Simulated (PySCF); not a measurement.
C2H7ClFNSi. Atoms are numbered in the order given.

```xyz
13

C     -2.0216    -0.7190     1.3150
C     -1.3303     0.5822     0.8859
Si     0.3357     0.3292     0.0808
N      1.4539    -0.4285     1.1457
F      0.8458     1.7891    -0.4781
Cl     0.2013    -0.8958    -1.5933
H     -1.3963    -1.2872     2.0329
H     -2.1976    -1.3803     0.4427
H     -3.0018    -0.5236     1.7950
H     -1.1739     1.2592     1.7561
H     -1.9588     1.1582     0.1731
H      1.6328    -0.0170     2.0650
H      2.2947    -0.8710     0.7679
```

Geometry: PBE-D3(BJ)/def2-SVP. The structure was generated by enumeration; whether it is a known compound was not checked. Other conformers were not sampled.

Calculation: PBE/pcSseg-1 run with PySCF.

GIAO shieldings, no solvent; atoms listed in one row are averaged. δ = σ(ref) − σ: ¹³C against TMS (σ = 182.0 ppm); ²⁹Si against TMS (σ = 335.4 ppm); ¹⁵N against NH3 (σ = 267.0 ppm); ¹⁹F against CFCl3 (σ = 133.6 ppm); ³⁵Cl against HCl (σ = 936.5 ppm); ¹H against TMS (σ = 31.49 ppm), references at their B3LYP-D3(BJ)/def2-TZVP geometries, non-relativistic (without spin–orbit terms, shifts of atoms bonded to Cl or Br come out too high).

Computed chemical shifts:
| nucleus | atoms | count | δ (ppm) |
|---|---|---|---|
| ¹³C | C2 | 1 | 15.7 |
| ¹³C | C1 | 1 | 13.2 |
| ²⁹Si | Si3 | 1 | 7.8 |
| ¹⁵N | N4 | 1 | 46.6 |
| ¹⁹F | F5 | 1 | -127.2 |
| ³⁵Cl | Cl6 | 1 | 43.5 |
| ¹H | H13 | 1 | 1.72 |
| ¹H | H7, H8, H9 | 3 | 1.60 |
| ¹H | H12 | 1 | 1.40 |
| ¹H | H10, H11 | 2 | 1.29 |
